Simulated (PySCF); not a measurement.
B(Me)(OH)2, SMILES OB(O)C, singlet (PBE0/def2-SVP optimised geometry):

```
9

B     -0.645    -0.004     0.000
C      0.942    -0.004     0.000
H      1.330     0.510    -0.896
H      1.393    -1.008     0.021
H      1.333     0.548     0.871
O     -1.393    -1.142    -0.002
H     -0.852    -1.934    -0.002
O     -1.363     1.154     0.000
H     -0.805     1.934     0.000
```

Method: PBE0/def2-TZVP run with PySCF.

Task: What are the frontier orbital energies and the dipole moment?

Result: HOMO-2 -10.36 eV, HOMO-1 -9.11 eV, HOMO -8.92 eV, LUMO 0.45 eV, LUMO+1 1.47 eV; dipole moment 2.75 D.

On the same geometry PySCF with PBE/def2-TZVP gives HOMO-2 -8.63 eV, HOMO-1 -7.42 eV, HOMO -7.34 eV, LUMO -0.35 eV, LUMO+1 0.43 eV; dipole moment 2.59 D.

Meta-Löwdin charges at PBE0/def2-TZVP: B1 0.46, C2 -0.50, H3 0.13, H4 0.12, H5 0.13, O6 -0.52, H7 0.35, O8 -0.52, H9 0.35.
